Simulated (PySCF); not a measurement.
# One molecule, several mistakes: CH4NOSi anion

All numbers below are calculated, not measured. They come from PySCF 2.14.0, an open-source quantum chemistry program, on an isolated molecule that a program drew, which may never have been made. The molecule is CH4NOSi anion (charge -1, singlet), drawn as the SMILES string `NC=[SiH][O-]`.

Each row is a Hartree-Fock (HF) and frozen-core CCSD(T) single point in the aug-cc-pV(D+d)Z basis, meant for a local HF minimum. Run 1 is clean. Each other run has one planted mistake out of seven kinds, and not every kind appears here: one electron removed, one electron added, multiplicity raised by two, geometry at a saddle point, minimal basis STO-3G, one bond length entered in bohr, all coordinates scaled. The reference is restricted for singlets and unrestricted otherwise, and also for a bond in bohr. Adding or removing an electron swaps singlet and doublet. Electrons count all cores. HOMO and LUMO are orbital energies over both spins, the gradient is its largest component, and the lowest frequency (negative if imaginary) is given only where the gradient is small. Bond lengths are over the 7 bonds as drawn. T1 is the CCSD diagnostic: over 0.02 (restricted) or 0.045 (unrestricted) a single reference is doubtful.

Geometry of the clean run:
```xyz
8
CH4NOSi anion, angstrom
N    -2.1449   -1.7149   -2.3562
C    -1.3497   -0.7326   -3.1013
Si   -1.2118    0.9500   -2.7069
O    -0.4544    2.1380   -3.3294
H    -1.8453   -1.7998   -1.4043
H    -3.1175   -1.4768   -2.3362
H    -0.8316   -1.1589   -3.9557
H    -2.0319    1.2583   -1.4813
```

```
run  electrons  basis functions  <S^2>  HOMO (eV)  LUMO (eV)  gradient (hartree/bohr)  lowest frequency (cm^-1)  mean bond (Å)  longest bond (Å)      T1  HF (hartree)  CCSD(T) (hartree)                     mistake
  1         40              137  0.000      -2.74       3.76                  1.3e-05                       120         1.3339             1.734  0.0177    -458.45072         -459.14734                    no fault
  2         40              137  2.018       0.53       3.09                  8.3e-02                         -         1.3339             1.734  0.0298    -458.38757         -459.04709  multiplicity raised by two
  3         40              137  0.000      -1.48       3.55                  5.9e-05                      -834         1.3263             1.730  0.0178    -458.43398         -459.13079                           ?
  4         40              137  0.000      -2.56       3.81                  1.9e-01                         -         1.2018             1.562  0.0151    -458.33284         -459.00105                           ?
```

**Which mistake was planted in run 3, and what did it cost?**

The gradient is small, so the point is stationary, but the lowest frequency is imaginary (-834 cm^-1). So the mistake is: geometry at a saddle point. Subtracting run 1 and multiplying by 627.51 kcal/mol a hartree, the energy moved by 10.5 kcal/mol in HF and 10.4 kcal/mol in CCSD(T).

**Which mistake was planted in run 4, and what did it cost?**

The mean and the longest bond both change by the same factor, 0.901, and the gradient is no longer small. So the mistake is: all coordinates scaled. Subtracting run 1 and multiplying by 627.51 kcal/mol a hartree, the energy moved by 74.0 kcal/mol in HF and 91.8 kcal/mol in CCSD(T).

Cautions from the logs. Run 2: the HOMO is above zero, so the electron isn't bound and the energy depends on the basis.
